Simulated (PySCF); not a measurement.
# Radial density of Re³⁸⁺ (rhenium, charge +38)

r2SCAN, [Kr] 4d1, 2D determinant. Calculation: PySCF 2.14, in an uncontracted even-tempered set (19 s from 3.7 bohr⁻², ratio 2.5; 14 p from 4.8 bohr⁻², ratio 2.5; 9 d from 4.8 bohr⁻², ratio 2.5; 4 f from 20 bohr⁻², ratio 2.7; 3 g from 29 bohr⁻², ratio 2.7); the spin-free X2C one-electron Hamiltonian (Gaussian nucleus).

```tsv
r (bohr)	4πr²ρ (e/bohr)	4πr²(ρα − ρβ)
0.0188	94.24	0.0035
0.0317	102.2	0.0419
0.0532	138.0	0.3134
0.0896	103.6	1.1194
0.151	122.3	0.7999
0.253	54.47	0.5815
0.426	31.77	3.1751
0.717	2.561	0.3038
1.21	0.002529	0.0005
```

Densities and radii are taken from the X2C orbitals without a picture-change correction, which distorts them close to the nucleus.

Spin-orbit coupling, absent here, splits the open shell strongly.
